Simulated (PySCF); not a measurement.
# Yb(NH2)2: from a saddle point downhill

PySCF 2.14.0, RKS PBE0, Yb lcecp-0-SVP with ECP60, N def2-SVP, H def2-SVP; non-relativistic Hamiltonian with scalar-relativistic core potentials where named; density fitting; no spin-orbit coupling. Relaxed within the symmetry of its start, the geometry (C2v) is

```xyz
7

Yb    0.0000    0.0000   -0.1097
N     2.1816    0.0000    0.5615
H     2.7566   -0.8002    0.8335
H     2.7566    0.8002    0.8335
N    -2.1816    0.0000    0.5615
H    -2.7566    0.8002    0.8335
H    -2.7566   -0.8002    0.8335
```

and its lowest harmonic modes are -131, -107, 78, 311, 319, 450 cm⁻¹ (negative: unstable). It was moved along the lowest mode and relaxed again, within the group C2 that the move left.

Task: Where does it end, and how much lower?

Result: In C2, nearly planar, 0.064 eV lower, after 36 steps:
```xyz
7

Yb    0.0000    0.0000   -0.4920
N     1.9761    0.0657    0.5846
H     2.0856    0.0209    1.5990
H     2.9292    0.1803    0.2360
N    -1.9761   -0.0657    0.5846
H    -2.0856   -0.0209    1.5990
H    -2.9292   -0.1803    0.2360
```

Task: How do the contacts change?

Result: 
| contact | saddle (Å) | end (Å) |
| --- | --- | --- |
| Yb1–N2 (NH2) | 2.283 | 2.251 |
| Yb1–N5 (NH2) | 2.283 | 2.251 |


Task: Is the end a minimum?

Result: Yes; lowest modes 75, 121, 138, 326, 375, 440 cm⁻¹.

An lcecp potential fixes the number of 4f electrons, so in runs with it no electron can move into or out of that shell.

State: singlet in the valence, with the 4f electrons in the core potential.
